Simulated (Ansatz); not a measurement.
Isolated molecules relaxed with PBE0-D4/def2-TZVP in Ansatz; ΔE leaves out vibrations. CCSD(T)/CBS is the MP2 limit (def2-TZVPP, def2-QZVPP) plus CCSD(T) − MP2 in def2-TZVPP, frozen cores. DFT in def2-TZVPP. Each species was taken in one conformer, which may not be the lowest.

`O=C([SiH3])S[SiH3]` + `C[SiH2][SiH2]F` → `C[SiH2][SiH](F)[SiH3]` + `O=C([SiH3])S`  (formal exchange of groups at the Si–S bond)

| level | ΔE (kcal/mol) |
| --- | --- |
| PBE0-D4 | 12.3 |
| ωB97M-V | 15.2 |
| PBE | 10.8 |
| r2SCAN | 13.3 |
| SCS-MP2/def2-TZVPP | 16.8 |
| CCSD(T)/def2-TZVPP | 14.7 |
| MP2/def2-QZVPP | 17.4 |
| MP2/CBS(def2) | 17.5 |

What does CCSD(T)/CBS give? (Best estimate.)

Ansatz gave: +15.0 kcal/mol. The listed levels differ from it by -2.7, 0.2, -4.2, -1.7, 1.8, -0.3, 2.4, 2.5 kcal/mol.

Largest T1 diagnostic among the species: 0.017.

From PBE to PBE0 (25 % exact exchange), in def2-TZVPP and without D4, ΔE moves by +1.3 kcal/mol.
